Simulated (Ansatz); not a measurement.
Species: GeHCl₂, charge 0, doublet. GeHCl2 (SMILES [GeH]([Cl])[Cl], doublet).
B3LYP-D3(BJ)/def2-TZVP minimum from Ansatz (an electronic-structure program):
```xyz
4

Ge    -0.0828     0.5378     0.3317
Cl     1.8280    -0.3165    -0.2602
Cl    -1.6624    -0.7210    -0.4752
H     -0.1658     0.4271     1.8880
```
Charge 0, spin multiplicity 2.

Total energies in def2-SVP, 19 correlated electrons, 24 frozen orbitals. UHF or UKS for unpaired electrons; spin-orbit terms are left out. Correlated methods leave the cores frozen (noble-gas shells, and filled d and f shells in the p block). No relativity.

```json
[
 {"method": "HF", "program": "Ansatz", "energy (Eh)": "-2994.45162", "minus CCSDT(Q) (mEh)": "384.56"},
 {"method": "MP2", "program": "Ansatz", "energy (Eh)": "-2994.79051", "minus CCSDT(Q) (mEh)": "45.67"},
 {"method": "CCSD", "program": "Ansatz", "energy (Eh)": "-2994.82555", "minus CCSDT(Q) (mEh)": "10.63"},
 {"method": "CCSD(T)", "program": "Ansatz", "energy (Eh)": "-2994.83440", "minus CCSDT(Q) (mEh)": "1.78"},
 {"method": "CCSDT(Q)", "program": "Ansatz", "energy (Eh)": "-2994.83618", "minus CCSDT(Q) (mEh)": "0.00"}
]
```

Rough core times of Ansatz's runs on a shared machine: CCSD(T) under 20 s, CCSDT(Q) 5 min.
